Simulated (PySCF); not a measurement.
Cobalt: a sound run and one with changed settings

Sound run: Co²⁺ [Ar] 3d7, Co³⁺ [Ar] 3d6. All numbers are calculated (PySCF 2.14, the non-relativistic Hamiltonian (point nucleus), in pcseg-2). In the sound run the correlated levels freeze [Ar]. The sound run starts from symmetry-adapted Hartree-Fock orbitals and uses a fine grid where one is needed.

Changed run: scalar relativity by spin-free X2C-1e. This setting is unsound on purpose.

```tsv
species	method	sound run (hartree)	changed run (hartree)	converged
Co²⁺	UHF	-1380.58409	-1389.20631	yes
Co²⁺	M06-2X	-1381.80600	-1390.42282	yes
Co²⁺	BP86	-1382.01153	-1390.62835	yes
Co²⁺	MP2	-1380.73599	-1389.35958	yes
Co³⁺	UHF	-1379.43280	-1388.06515	yes
Co³⁺	M06-2X	-1380.57505	-1389.20090	yes
Co³⁺	BP86	-1380.74335	-1389.36949	yes
Co³⁺	MP2	-1379.52263	-1388.15560	yes
```

Ionisation energy of Co²⁺:

| method | sound run (eV) | changed run (eV) |
| --- | --- | --- |
| UHF | 31.328 | 31.052 |
| M06-2X | 33.496 | 33.250 |
| BP86 | 34.509 | 34.255 |
| MP2 | 33.017 | 32.762 |
| SCS-MP2 | 33.040 | 32.785 |

Most of the change in total energy is the relativistic energy itself. On top of that the contraction fixes the core shape for the Hamiltonian it was made with, so the changed run is not a good calculation with the other Hamiltonian either.

For comparison, NIST gives 33.5 ± 0.06 eV between the lowest levels.
